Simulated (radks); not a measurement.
The tungsten ion W+ inside a hard spherical wall (all orbitals vanish at R), configuration held at [Xe] 4f14 5d4 6s1 and not refilled when levels cross. Calculated with a radial shooting solver on a logarithmic mesh with Libxc functionals: scalar-relativistic Kohn-Sham, PBEsol, spin-unpolarised, spherical densities, point nucleus. Eigenvalues in eV, with the zero of energy where the potential of the charges vanishes at infinity; a dash marks a level that is unbound or too diffuse for the functional's potential to be trusted. A positive occupied level is held by the wall or, in an anion where self-interaction has pushed it up, behind a barrier. The pressure on the wall is -dE/dV.

R (bohr)	E (hartree)	kinetic (hartree)	e(5p)	e(4f)	e(6s)	e(5d)	e(6p, empty)	e(7s, empty)	pressure (GPa)
free	-16137.4391	17783.196	-50.752	-40.741	-12.225	-11.775	-6.779	-	0
20	-16137.4391	17783.196	-50.752	-40.741	-12.225	-11.775	-6.779	-	< 0.0001
15	-16137.4391	17783.196	-50.752	-40.741	-12.225	-11.775	-6.779	-	< 0.0001
12	-16137.4391	17783.196	-50.752	-40.741	-12.225	-11.775	-6.777	-3.011	< 0.0001
7	-16137.4354	17783.232	-50.594	-40.577	-12.070	-11.635	-6.267	1.558	0.265
6	-16137.4226	17783.329	-50.227	-40.188	-11.659	-11.306	-5.353	6.145	1.59
5	-16137.3669	17783.663	-49.164	-39.038	-10.258	-10.314	-2.792	16.062	9.95
3	-16135.8292	17790.232	-38.693	-26.874	14.140	2.255	31.985	108.48	738
1.5	-16089.2387	17955.322	81.608	76.607	368.84	158.21	430.93	882.17	150000
